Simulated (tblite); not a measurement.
Compound: C₆H₉PS₂.
Numbering: `[CH3:1][S:2][c:3]1[p:4][c:5]([CH3:6])[c:7]([CH3:8])[s:9]1` (hydrogens: H10, H11, H12 on C1; H13, H14, H15 on C6; H16, H17, H18 on C8)

Computed with GFN2-xTB (tblite), gas phase: L-BFGS steps from a force-field or distance-geometry start until the largest atomic force falls under 0.01 eV/Å.

At the end of the run (lengths in Å): P4–C5 1.779, S2–C3 1.749, C7–S9 1.736, C3–S9 1.730, C1–S2 1.811, C6–H14 1.088, C5–C6 1.499, P4–C3–S9 117.8°, C3–P4–C5 93.1°, C3–S9–C7 95.1°, S2–C3–S9 115.8°, C1–S2–C3–P4 0°, H13–C6–C5–P4 120°, H10–C1–S2–C3 61°.

Question: These geometries were met on the way; a selection of coordinates is given. Order them by energy above the end point, lowest first.
A. P4–C5 1.801, S2–C3 1.819, C7–S9 1.766, C3–S9 1.772, C1–S2 1.848, C6–H14 1.093, C5–C6 1.519, P4–C3–S9 115.2°, C3–P4–C5 94.9°, C3–S9–C7 96.6°, S2–C3–S9 120.0°, C1–S2–C3–P4 -2°, H13–C6–C5–P4 147°, H10–C1–S2–C3 39°
B. P4–C5 1.875, S2–C3 1.770, C7–S9 1.813, C3–S9 1.735, C1–S2 1.825, C6–H14 1.127, C5–C6 1.492, P4–C3–S9 101.5°, C3–P4–C5 107.7°, C3–S9–C7 108.1°, S2–C3–S9 128.8°, C1–S2–C3–P4 1°, H13–C6–C5–P4 146°, H10–C1–S2–C3 35°
C. P4–C5 1.789, S2–C3 1.744, C7–S9 1.753, C3–S9 1.725, C1–S2 1.841, C6–H14 1.088, C5–C6 1.501, P4–C3–S9 117.0°, C3–P4–C5 94.1°, C3–S9–C7 96.5°, S2–C3–S9 118.0°, C1–S2–C3–P4 -3°, H13–C6–C5–P4 148°, H10–C1–S2–C3 41°
D. P4–C5 1.794, S2–C3 1.837, C7–S9 1.799, C3–S9 1.797, C1–S2 1.869, C6–H14 1.078, C5–C6 1.534, P4–C3–S9 110.1°, C3–P4–C5 100.8°, C3–S9–C7 99.5°, S2–C3–S9 121.6°, C1–S2–C3–P4 -1°, H13–C6–C5–P4 147°, H10–C1–S2–C3 38°
E. P4–C5 1.775, S2–C3 1.743, C7–S9 1.754, C3–S9 1.731, C1–S2 1.829, C6–H14 1.088, C5–C6 1.499, P4–C3–S9 117.4°, C3–P4–C5 93.7°, C3–S9–C7 95.7°, S2–C3–S9 115.6°, C1–S2–C3–P4 -4°, H13–C6–C5–P4 149°, H10–C1–S2–C3 42°

Answer: E (0.115 eV), C (0.193 eV), A (0.333 eV), D (0.562 eV), B (1.322 eV).

```
step  E above end (eV)  rms distance from the end, all atoms (Å)  largest force (eV/Å)  rms shift of all bonds from the end (Å)
   9             0.115                                     0.291                 0.399                                    0.008
   7             0.193                                     0.301                 0.758                                    0.010
   4             0.333                                     0.316                 0.720                                    0.024
   2             0.562                                     0.327                 1.294                                    0.036
   0             1.322                                     0.346                 2.972                                    0.035
```

Rows stand in the order of the answer.
